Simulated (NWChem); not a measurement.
Species: InNH2ClF; SMILES [NH2][In]([F])[Cl]

```xyz
6

In     0.0921     0.3267    -0.0205
F      1.9524     0.8911     0.1568
Cl    -0.2108    -1.9833    -0.0646
N     -1.3853     1.6926     0.0591
H     -2.2557     1.4083    -0.3841
H     -1.1252     2.6174    -0.2768
```
Atoms are numbered in this order, from 1.

All runs: NWChem. All runs use the structure optimised with PBE0/def2-SVP. def2 effective core potentials on In; no spin-orbit coupling. Static field.

Question: Predict the results for LDA (Slater exchange, VWN5)/def2-SVPD. Quantities: isotropic polarisability (bohr³); anisotropy (bohr³).

Answer: 
| Property | Value |
|---|---|
| isotropic polarisability (bohr³) | 60.7 |
| anisotropy (bohr³) | 27.1 |
